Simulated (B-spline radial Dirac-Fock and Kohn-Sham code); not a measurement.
Ir⁷⁺ in Watson spheres of different radius

The computed values come from a radial atomic solver: Dirac-Fock energy differences between relaxed states, corrected for Breit and QED terms. The ion, [Xe] 4f14 5d2, sits in a hollow sphere of charge Q = -7, a simple model of the Madelung potential. Inside the sphere an electron's potential energy is raised by the constant 14.40·|Q|/R eV, so binding energies fall by about that much as long as the orbitals stay inside.

| radius (Å) | 14.40 |Q|/R (eV) | 1s (eV) | 2s (eV) | 2p1/2 (eV) | 2p3/2 (eV) | 3s (eV) | 3p1/2 (eV) | 3p3/2 (eV) | 3d3/2 (eV) | 3d5/2 (eV) | 4s (eV) | 4p1/2 (eV) | 4p3/2 (eV) | 4d3/2 (eV) | 4d5/2 (eV) | 4f5/2 (eV) | 4f7/2 (eV) | 5s (eV) | 5p1/2 (eV) | 5p3/2 (eV) | 5d (eV) |
| --- | --- | --- | --- | --- | --- | --- | --- | --- | --- | --- | --- | --- | --- | --- | --- | --- | --- | --- | --- | --- | --- |
| 1.6 | 63.00 | 76163.1 | 13482.1 | 12880.9 | 11271.7 | 3234.6 | 2968.1 | 2611.5 | 2172.1 | 2096.5 | 751.3 | 638.4 | 553.8 | 368.4 | 352.7 | 115.3 | 112.3 | 148.3 | 108.3 | 93.15 | 40.50 |
| 2.7 | 37.33 | 76188.7 | 13507.7 | 12906.5 | 11297.3 | 3260.3 | 2993.7 | 2637.2 | 2197.7 | 2122.1 | 777.0 | 664.0 | 579.5 | 394.1 | 378.4 | 141.0 | 138.0 | 173.9 | 133.9 | 118.8 | 66.14 |

From the smallest to the largest radius 1s moves by +25.6 eV, while the constant potential alone would give +25.7 eV; the difference comes from charge outside the sphere and its screening.
